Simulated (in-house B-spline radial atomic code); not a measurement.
**Ionising Eu3+ with different functionals**

Computed with a radial B-spline atomic code at the basis-set limit: four-component Dirac-Coulomb Hamiltonian, Fermi nucleus of rms radius 5.1115 fm, spin-restricted, spherical fractional occupations for the functionals, and exact exchange of hybrids averaged over the configuration. The ionisation energy is the difference of two self-consistent energies, [Xe] 4f6 → [Xe] 4f5, without Breit or QED terms; ε is the level of the shell that loses the electron (mean over j). The electron is taken from both j subshells in proportion to 2j + 1, so the result is a j average, not the step between ground levels.

| method | rung | ΔSCF (eV) | -ε(4f) (eV) |
| --- | --- | --- | --- |
| BHandHLYP | global hybrid | ? | ? |
| B97-1 | global hybrid | 42.13 | 35.42 |
| B3LYP | global hybrid | ? | ? |
| HSE06 | range-separated hybrid | 42.03 | 35.47 |

Problem. What does BHandHLYP give?

Solution. ΔSCF 41.31 eV, and -ε(4f) = 38.70 eV.

Problem. What does B3LYP give?

Solution. ΔSCF 42.22 eV, and -ε(4f) = 35.38 eV.

Problem. Among the functionals, which spreads more, the ΔSCF values or the orbital energies?

Solution. The orbital energies: ΔSCF values span about 0.92 eV and the orbital energies 3.32 eV.

Problem. How do they compare with the NIST value?

Solution. NIST lists 42.9 eV ± 0.11 (semi-empirical, ground level to ground level). Errors run from -1.63 to -0.72 eV; B3LYP is closest (-0.72 eV), though others lie within the uncertainty of it, and part of that can be cancellation, since the calculations leave out Breit-QED terms, spin polarisation, the choice among j levels, multiplet and fine-structure energies.
